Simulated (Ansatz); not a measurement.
Total energies of the cluster CsBr2⁻ (the lowest singlet isomer of a short search) from Ansatz at PBE0-D4/def2-TZVPD, gas phase (1 Eh = 27.2114 eV = 2625.5 kJ/mol). The reference geometry is relaxed at PBE0-D4/def2-TZVPD.

Cartesian coordinates in Å:
```
Cs 0.000 0.000 -0.001
Br 2.307 -2.411 0.343
Br -2.307 2.411 -0.342
```

```csv
state,geometry,energy (Eh)
charge -1 singlet,reference,-5168.09723
charge 0 doublet,reference,-5167.93783
charge -1 triplet,relaxed at PBE0-D4/def2-TZVPD,-5167.94860
charge -1 quintet,relaxed at PBE0-D4/def2-TZVPD,-5167.76775
```

In the def2 sets Cs takes a core potential; there is no spin–orbit coupling.

Q: Work out the vertical ionisation energy to the doublet.

A: E(charge 0 doublet) − E(charge -1 singlet) = -5167.93783 − (-5168.09723) = 0.15940 Eh = 4.34 eV. For comparison, −ε of the highest occupied level is 2.69 eV at this level, 1.65 eV less.

Q: Which of the charge -1 states is lowest, and how far above it are the others?

A: The singlet. triplet: -5167.94860 − (-5168.09723) = 0.14863 Eh = 390.2 kJ/mol; quintet: -5167.76775 − (-5168.09723) = 0.32948 Eh = 865.0 kJ/mol. The quintet differs in its bonds from the reference.

At PBE0-D4/def2-TZVPD the highest occupied level of the charge -1 triplet lies above zero (up to 0.62 eV). The electron is either unbound and held by the finite basis, or the level is raised by self-interaction error. At PBE0-D4/def2-TZVPD the highest occupied level of the charge -1 quintet lies above zero (up to 0.76 eV).

The structure comes from a short search, and lower isomers may exist.
